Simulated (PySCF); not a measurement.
# Input and output of a scripted DFT run

The script drives PySCF SCF with an in-house response code with single-precision fitted integrals, so total energies wander by about 1e-6 Eh between cycles (the fitting error itself is about 1e-3 Eh and cancels in differences); atoms count from 0. Kgrid is the grid level of the response kernel; vcut the energy (Eh) above which virtual orbitals leave the response; delta the states run by ΔSCF (the anion only where the lumo is low enough to bind); pop asks for populations, which are stored and not printed; grid is the SCF grid level (2 if not given).

The basis has no diffuse functions, so the polarisability comes out too low. Without diffuse functions Rydberg states are missing, so unbound LUMOs, wide gaps and states within about 2 eV of the ionisation energy come out too high, and electron affinities are rough.

Job and coordinates (Å):

```
{"job": {"kind": "uv", "basis": "6-31G*", "grid": 1, "kgrid": 0, "vcut": 1.5, "nstates": 8, "ntriplets": 3, "tda": true, "delta": ["ip_vertical", "ea_vertical"], "pop": true, "xc": "wB97X-D"}, "charge": 1, "multiplicity": 1}
C      0.116586    -1.098792    -1.777532
N      0.741364    -0.384231    -0.681231
C      2.040689    -0.661309    -0.392491
C      2.674549    -1.855459    -0.777586
C      3.977914    -2.083997    -0.418928
C      4.729709    -1.119406     0.280574
C      4.166466     0.074577     0.620145
C      2.816534     0.340682     0.285761
N      2.317155     1.551619     0.456401
C      1.029703     1.764959     0.275698
C      0.536413     3.084092     0.415824
C     -0.785899     3.319878     0.193773
C     -1.672187     2.237866     0.049737
C     -1.273610     0.916147    -0.020788
C     -2.316582    -0.173986     0.265549
C     -3.344058     0.402321     1.261514
C     -3.099459    -0.625671    -0.978643
C     -1.674950    -1.372127     0.977632
C      0.128261     0.702785    -0.135991
H     -0.784586    -0.572821    -2.076866
H     -0.128718    -2.129224    -1.521147
H      0.808414    -1.113097    -2.622018
H      2.126643    -2.624437    -1.297030
H      4.438025    -3.027468    -0.669437
H      5.755245    -1.333458     0.536152
H      4.708040     0.841784     1.148587
H      1.234400     3.850166     0.709632
H     -1.183991     4.321457     0.231271
H     -2.725740     2.464873     0.047574
H     -2.854749     0.944703     2.067626
H     -4.060364     1.057683     0.774971
H     -3.906430    -0.416421     1.702601
H     -3.305984     0.217897    -1.633612
H     -4.052378    -1.043777    -0.664426
H     -2.587229    -1.398785    -1.542684
H     -0.933011    -1.893367     0.385943
H     -1.210579    -1.050011     1.907632
H     -2.451810    -2.091253     1.223740
```

Command:

```bash
OMP_NUM_THREADS=1 python large_run.py task.json out
```

Q: What does the program print?

A: 
```
start: PBE on a coarse grid of 30344 points
cycle   1  E = -767.4915127955  dE =  3.083e+00  |g| = 9.197e-01  |ddm| = 6.511e+00
cycle   2  E = -766.3802222520  dE =  1.111e+00  |g| = 2.207e+00  |ddm| = 3.461e+00
cycle   3  E = -767.6347806668  dE = -1.255e+00  |g| = 5.506e-01  |ddm| = 2.927e+00
cycle   4  E = -767.7122322935  dE = -7.745e-02  |g| = 1.901e-01  |ddm| = 8.489e-01
cycle   5  E = -767.7155241747  dE = -3.292e-03  |g| = 1.601e-01  |ddm| = 4.057e-01
cycle   6  E = -767.7223211651  dE = -6.797e-03  |g| = 4.500e-02  |ddm| = 2.192e-01
cycle   7  E = -767.7228438506  dE = -5.227e-04  |g| = 1.446e-02  |ddm| = 6.005e-02
cycle   8  E = -767.7228982112  dE = -5.436e-05  |g| = 3.953e-03  |ddm| = 1.793e-02
final grid: 130954 points
cycle   9  E = -768.2266186497  dE = -1.135e-02  |g| = 4.258e-02  |ddm| = 7.227e-01
cycle  10  E = -768.2273043422  dE = -6.857e-04  |g| = 2.746e-02  |ddm| = 1.332e-01
cycle  11  E = -768.2275033730  dE = -1.990e-04  |g| = 9.711e-03  |ddm| = 3.984e-02
cycle  12  E = -768.2275436822  dE = -4.031e-05  |g| = 4.614e-03  |ddm| = 1.899e-02
cycle  13  E = -768.2275499832  dE = -6.301e-06  |g| = 1.335e-03  |ddm| = 7.835e-03
cycle  14  E = -768.2275526610  dE = -2.678e-06  |g| = 9.545e-04  |ddm| = 2.880e-03
cycle  15  E = -768.2275508674  dE =  1.794e-06  |g| = 2.478e-04  |ddm| = 2.104e-03
cycle  16  E = -768.2275532649  dE = -2.398e-06  |g| = 1.168e-04  |ddm| = 7.124e-04
cycle  17  E = -768.2275517479  dE =  1.517e-06  |g| = 4.583e-05  |ddm| = 3.012e-04
converged SCF energy = -768.2275517479
Vertical ionisation energy (delta-SCF) = 11.8430 eV   <S^2> = 0.781
Vertical electron affinity (delta-SCF) = 5.5546 eV   <S^2> = 0.790

Static polarisability (au): isotropic 198.367, principal 98.189 193.526 303.385

Singlet excitations
state   eV       nm        f      main configurations
  1   2.9352    422.4   0.04987   H->L 0.81, H-3->L 0.13
  2   3.4542    358.9   0.03550   H-3->L 0.70, H->L 0.12
  3   3.8488    322.1   0.32378   H-1->L 0.73, H->L+1 0.15
  4   3.8824    319.3   0.01940   H-2->L 0.86
  5   5.3346    232.4   0.92845   H->L+1 0.61, H-1->L 0.08
  6   5.4873    225.9   0.03632   H-4->L 0.66, H-6->L 0.19
  7   5.5600    223.0   0.01605   H-6->L 0.38, H-4->L 0.17, H-5->L 0.13
  8   5.7480    215.7   0.13479   H-6->L 0.25, H-5->L 0.23, H-7->L 0.14

Triplet excitations (Tamm-Dancoff, eV): 1.8729 2.4786 2.7928
```

The run took 3 min of wall time on 1 thread of AMD EPYC 7R13 (shared host), peak memory 0.6 GiB.
